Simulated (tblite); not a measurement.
Species: C8H7FO2.
Cartesian coordinates in Å at the GFN2-xTB level; atoms count from 1:
```
atom  x, y, z in Å
O1    -1.9114    1.4310    0.8854
C2    -2.2930    0.3228    0.6357
O3    -3.5633   -0.0650    0.8177
C4    -1.4527   -0.8128    0.0881
C5    -0.0267   -0.3900   -0.1152
C6     0.3728    0.1762   -1.3189
C7     1.6767    0.5973   -1.5054
C8     2.5763    0.4498   -0.4660
F9     3.8530    0.8520   -0.6411
C10    2.2061   -0.1037    0.7455
C11    0.8980   -0.5195    0.9129
H12   -4.0937    0.6672    1.1699
H13   -1.5245   -1.6423    0.7942
H14   -1.9085   -1.1344   -0.8505
H15   -0.3425    0.2908   -2.1196
H16    1.9985    1.0362   -2.4363
H17    2.9329   -0.2006    1.5362
H18    0.5934   -0.9487    1.8558
```

Level: GFN2-xTB in tblite, geometry and Hessian alike; calculated harmonic values, unscaled, isolated species. Errors from tens to a few hundred cm⁻¹ against measured bands are possible. One conformer, not necessarily the lowest. The optimisation stopped once no atom felt more than 0.01 eV/Å.

Lowest wavenumbers of the output (negative numbers stand for imaginary wavenumbers):
```
mode    cm-1
  1     -21.2
  2      18.2
  3      64.9
  4     165.7
  5     292.4
  6     313.2
  7     356.7
  8     379.5
  9     394.2
 10     475.6
```

Is this structure a minimum?

Not by this Hessian. 1 mode is imaginary beyond 20i (21i cm⁻¹), so at this level the point lies at or near a first-order saddle. The curvature is small, so loose convergence or finite differences may be the whole cause.

Which atoms move in the imaginary mode?

21i: O1 (acid carbonyl oxygen) 49 %, O3 (acid hydroxyl oxygen) 13 %. These are shares of the mass-weighted motion.

What is the remedy?

Step along that mode in both directions, optimise again with tighter thresholds and repeat the frequencies. The zero-point energy of this point (81.8 kcal/mol) counts the 47 real modes alone, and thermal corrections from it aren't those of a minimum.
